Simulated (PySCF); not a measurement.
# I³⁸⁺: ionisation energy

I³⁸⁺ [Ne] 3s2 3p3 (4S) → I³⁹⁺ [Ne] 3s2 3p2 (3P), as a difference of total energies. Calculation: PySCF 2.14, in an even-tempered Gaussian basis (18 s from 6.9 bohr⁻², ratio 2.5; 12 p from 9 bohr⁻², ratio 2.5; 4 d from 37 bohr⁻², ratio 2.7; 4 f from 55 bohr⁻², ratio 2.7); scalar relativity by spin-free X2C-1e. Correlated levels: outer shells: 1s2 frozen; virtual orbitals above 40 to 60 times the deepest correlated orbital energy dropped. The calculations carry no spin-orbit coupling.

```csv
method,ionisation energy (eV)
UHF,2714.9
LDA,2715.2
PBE0,2715.9
r2SCAN,2716.7
B97-3,2715.6
MP2 (outer shells),2715.4
SCS-MP2 (outer shells),2715.1
```

Task: Estimate what PBE gives.

Result: 2715.7 eV, closest to B97-3 among the rows shown.

Task: Estimate what r2SCANh gives.

Result: 2716.7 eV, closest to r2SCAN among the rows shown.

Spin-orbit coupling is strong in these open shells (close to jj coupling). The scalar numbers leave it out and a first-order estimate fails, so it can dominate the gap to the real levels.

Breit and QED terms and the two-electron picture change are absent.

For comparison: 2680 ± 4 eV (theoretical estimate listed by NIST; NIST Atomic Spectra Database, ionization energies).
